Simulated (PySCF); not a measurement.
BClH, SMILES [BH]Cl, multiplicity 2. Atoms are numbered in the order given.

```xyz
3

B     -0.2035    -1.2186     0.0000
Cl     0.0189     0.4763     0.0000
H      0.6955    -2.0035     0.0000
```
Charge 0, spin multiplicity 2.

Coordinates come from a PBE0-D3(BJ)/def2-TZVPD optimisation. The isomer is the one that the SMILES or the coordinates give; other isomers of the formula were not compared.

Calculation: TDA-LC-ωPBE/def2-TZVPD run with PySCF.

Vertical excitations. Isolated molecule, no solvent.

Task: List the lowest excited states. (Estimate from the structure and the level; the computed values follow.)

Result: 
```
state    energy (eV)  λ (nm)      f                                                                                           main pairs
-------  -----------  ------  -----  ---------------------------------------------------------------------------------------------------
root 1          1.78     698  0.005                                                                                     α HOMO→LUMO 96 %
root 2          6.00     207  0.023                                                                                   α HOMO→LUMO+1 78 %
root 3          6.24     199  0.000                                                               α HOMO−1→LUMO 53 %, β HOMO→LUMO+1 31 %
root 4          6.37     195  0.014  α HOMO→LUMO+2 31 %, α HOMO−2→LUMO 25 %, α HOMO→LUMO+5 20 %, α HOMO→LUMO+10 9 %, β HOMO−1→LUMO+1 7 %
root 5          6.45     192  0.010     α HOMO−2→LUMO 38 %, α HOMO→LUMO+2 18 %, α HOMO→LUMO+5 9 %, β HOMO−1→LUMO+1 15 %, β HOMO→LUMO 7 %
root 6          6.90     180  0.009                                                               α HOMO−1→LUMO 37 %, β HOMO→LUMO+1 56 %
root 7          6.93     179  0.034                                                               β HOMO→LUMO 62 %, β HOMO−1→LUMO+1 14 %
root 8          7.11     174  0.054                                                                                   α HOMO→LUMO+3 81 %
root 9          7.24     171  0.013                                                                                   α HOMO→LUMO+4 88 %
root 10         7.37     168  0.001                                         α HOMO−3→LUMO 39 %, β HOMO−1→LUMO 24 %, β HOMO−2→LUMO+1 20 %
```
Unrestricted roots are not spin-pure.
